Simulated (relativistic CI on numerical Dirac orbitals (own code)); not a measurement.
# Transition arrays of Dy²⁴⁺

These numbers are calculated, not measured: Dirac-Coulomb-Breit CI, KLI orbitals optimised for each configuration, QED by a radiative potential, valence Slater integrals scaled by 0.9, whole transition arrays (own radial code, finite nucleus).

Configurations in the expansion (outside the closed core [Ar] 3d10 4s2): 4p6 4d6, 4p6 4d5 4f, 4p5 4d7, 4p6 4d5 5p, 4p6 4d5 5f. Levels of other configurations are missing.

All E1 lines from the levels of 4p6 4d6; mean and standard deviation are weighted by gf, and upper levels are sorted by their leading configuration.

| Upper configuration | Lines | Σgf | Mean (eV) | Mean (nm) | σ (eV) | Strongest line (nm) |
| --- | --- | --- | --- | --- | --- | --- |
| 4p6 4d5 4f | 5866 | 945.3 | 190.91 | 6.494 | 8.27 | 6.417 |
| 4p5 4d7 | 1322 | 352.9 | 197.51 | 6.277 | 13.51 | 6.269 |
| 4p6 4d5 5p | 3245 | 124.5 | 306.97 | 4.039 | 5.45 | 4.023 |
| 4p6 4d5 5f | 5470 | 255.5 | 436.26 | 2.842 | 5.15 | 2.814 |

Σgf per state of the lower configuration in bins of 0.2 nm over the central range (centre: value): 2.7: 0.11, 2.9: 1.11, 3.9: 0.12, 4.1: 0.46, 5.9: 0.18, 6.1: 0.80, 6.3: 1.39, 6.5: 3.27, 6.7: 0.14, 6.9: 0.06, 7.1: 0.03, 7.3: 0.06, 7.5: 0.05.

**Question.** How do configuration mixing and the scaling of the Slater integrals move the arrays?

**Answer.** Slater scale 0.9, no configuration mixing: 4p6 4d5 4f 184.6 ± 7.8 eV (Σgf 828.7), 4p5 4d7 170.4 ± 19.7 eV (Σgf 368.9), 4p6 4d5 5p 307.2 ± 5.4 eV (Σgf 141.5), 4p6 4d5 5f 436.2 ± 5.2 eV (Σgf 261.0); Slater scale 1: 4p6 4d5 4f 194.9 ± 8.4 eV (Σgf 1034.5), 4p5 4d7 200.3 ± 15.0 eV (Σgf 288.1), 4p6 4d5 5p 307.0 ± 5.7 eV (Σgf 122.3), 4p6 4d5 5f 436.3 ± 5.4 eV (Σgf 255.6); Slater scale 0.8: 4p6 4d5 4f 187.3 ± 8.0 eV (Σgf 907.0), 4p5 4d7 194.2 ± 13.4 eV (Σgf 367.0), 4p6 4d5 5p 306.9 ± 5.2 eV (Σgf 126.6), 4p6 4d5 5f 436.2 ± 4.9 eV (Σgf 255.4). With mixing, levels are counted to their leading configuration, so an array can shrink or vanish into another, and the sums then hold other lines.
